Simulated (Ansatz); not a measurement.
Start from `N=[C](Cl)[AlH][F]` and change one atom or group to get `N=C(Cl)BN`.

Ansatz, PBE0-D4/def2-TZVP geometries, multiplicity 1. Each molecule was computed in one conformer, which needn't be the lowest.

| property | `N=[C](Cl)[AlH][F]` |
| --- | --- |
| LUMO energy (B3LYP/def2-TZVPP) / eV | -2.32 |
| size of the dipole moment (ωB97M-V/def2-TZVPP) / D | 1.10 |
| HOMO–LUMO gap (B3LYP/def2-TZVPP) / eV | 5.62 |
| HOMO–LUMO gap (ωB97M-V/def2-TZVPP) / eV | 10.13 |
| HOMO energy (PBE0/def2-TZVPP) / eV | -8.16 |
| LUMO energy (PBE/def2-TZVPP) / eV | -2.96 |

(1) Give the same properties after the change, and the shifts. (Best estimate.)

Results:

(1) The calculation gave: 
```json
{"property": "LUMO energy (B3LYP/def2-TZVPP) / eV", "`N=C(Cl)BN`": "-1.76", "shift": "0.56"}
{"property": "size of the dipole moment (ωB97M-V/def2-TZVPP) / D", "`N=C(Cl)BN`": "2.19", "shift": "1.09"}
{"property": "HOMO–LUMO gap (B3LYP/def2-TZVPP) / eV", "`N=C(Cl)BN`": "6.08", "shift": "0.46"}
{"property": "HOMO–LUMO gap (ωB97M-V/def2-TZVPP) / eV", "`N=C(Cl)BN`": "11.00", "shift": "0.87"}
{"property": "HOMO energy (PBE0/def2-TZVPP) / eV", "`N=C(Cl)BN`": "-8.09", "shift": "0.07"}
{"property": "LUMO energy (PBE/def2-TZVPP) / eV", "`N=C(Cl)BN`": "-2.53", "shift": "0.43"}
```

With PBE0 the HOMO rises by 0.07 eV and the LUMO rises by 0.54 eV, so the gap widens by about 0.47 eV. PBE moves the HOMO by 0.17 eV and ωB97M-V by -0.03 eV. Dipoles are sizes alone; their direction can turn.

B3LYP here is the variant with VWN-RPA as its local correlation; programs differ in this.
